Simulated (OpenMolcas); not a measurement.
**Tc5+: from RASSCF to RASPT2**

```json
{
  "Program": "OpenMolcas",
  "Basis": "ANO-RCC-VTZP [7s6p4d2f1g]",
  "Scalar Hamiltonian": "DKH2, point nucleus",
  "Active space": "8 electrons in 8 orbitals (RAS1 4p, at most 2 holes; RAS2 4d)",
  "State averaging": "2S+1 = 3 even, 10 roots; 2S+1 = 1 even, 15 roots",
  "Spin-orbit coupling": "RASSI with atomic mean-field integrals over the reference wave functions, term energies averaged over their components"
}
```

Methods on the same reference wave functions:
A. RASSCF
B. SS-RASPT2, IPEA 0.25 Eh, imaginary shift 0.1 Eh (closed shells correlated: 4s)

Energies in eV above 4d2 3F2.

```json
{"Level": "4d2 3F2", "A": "0.0000", "B": "0.0000"}
{"Level": "4d2 3F3", "A": "0.2685", "B": "0.273"}
{"Level": "4d2 3F4", "A": "0.5708", "B": "0.573"}
{"Level": "4d2 1D2 [75 %]", "A": "1.6744", "B": "1.468"}
{"Level": "4d2 3P0", "A": "1.8185", "B": "1.602"}
{"Level": "4d2 3P1", "A": "1.9334", "B": "1.718"}
{"Level": "4d2 3P2", "A": "2.2083", "B": "1.995"}
{"Level": "4d2 1G4", "A": "2.7782", "B": "2.362"}
{"Level": "4d2 1S0", "A": "5.6581", "B": "5.316"}
```

From A to B the spin-free energies of the other terms of 4d2 shown, above 3F, scale by factors of 0.83 to 0.93, as is usual when dynamic correlation screens the repulsion within a d or f shell.

The lowest spin-free term lies below A's lowest term by 0.200 hartree in B.

CASPT2 breaks the degeneracy within a term, and the mean is taken; among the terms shown or strongly mixed into the levels shown the widest spread is 310 cm-1 (4d2 3F, B). Active for correlation alone: 4p; no level in the range computed is led by a configuration that opens it, so any true level of that kind is missing. Without dynamic correlation excited terms often stand tens of per cent too high (terms of higher spin than the ground term too low), and those without a measured partner can miss by more than the paired ones (holds for A). Only configurations of the active space appear.

A share in square brackets marks a mixed level and gives the weight of the term that names it, the lowest over the columns.
